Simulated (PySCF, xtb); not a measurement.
C₅H₆Se, SMILES C#C[C@H]1C[C@H]1[SeH].

Geometry optimised at PBE0-D3(BJ)/def2-SVP. The structure was generated by enumeration; whether it is a known compound was not checked. Other conformers were not sampled.

Method: IEF-PCM-PBE0/def2-SVP (PySCF).

The values are the electrostatic part of the solvation free energy, E(continuum) − E(gas) at the gas-phase geometry, in a cavity of scaled van der Waals radii (PySCF's table); cavitation and dispersion terms are not included. In vacuum the orbital gap is 6.81 eV. The dipole moment in vacuum is 1.21 D.

Computed values in water (ε = 78.36), acetone (ε = 20.49), tetrahydrofuran (ε = 7.43):
| solvent | ε | ΔG(elec) (kcal/mol) | dipole (D) | gap (eV) |
|---|---|---|---|---|
| water | 78.36 | -5.0 | 1.77 | 6.96 |
| acetone | 20.49 | -4.7 | 1.73 | 6.95 |
| tetrahydrofuran | 7.43 | -4.0 | 1.64 | 6.93 |

For comparison, GFN2-xTB/ALPB(water) (xtb, at the GFN2-xTB geometry, all terms of that model) gives -2.3 kcal/mol.
